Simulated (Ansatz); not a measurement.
Species: GeI$_{2}$, charge 1, multiplicity 2. 
Geometry from a B3LYP-D3(BJ)/def2-TZVP (Ansatz, a first-principles code) optimisation:
```xyz
3

Ge     0.0032    -0.0016     0.9371
I      1.0727    -1.8719    -0.2897
I     -1.0746     1.8728    -0.2761
```
Charge +1, spin multiplicity 2.

Basis-set convergence of Hartree-Fock and MP2 correlation energies (hartree) with Ansatz. Valence correlation only, unless marked. UHF or UKS for open shells. Spin-orbit coupling is left out. Frozen are the shells of the preceding noble gas and the d and f shells that filled before the atom's block. Past Kr the def2 sets carry scalar-relativistic core potentials.

```tsv
basis	functions	E(HF)	E(corr, MP2)
def2-SVP	84	-2668.18203	-0.25267
def2-TZVPP	148	?	?
```

**Question.** Fill in the missing entries.

**Answer.** 
- def2-TZVPP, E(HF): -2668.47177
- def2-TZVPP, E(corr, MP2): -0.33867
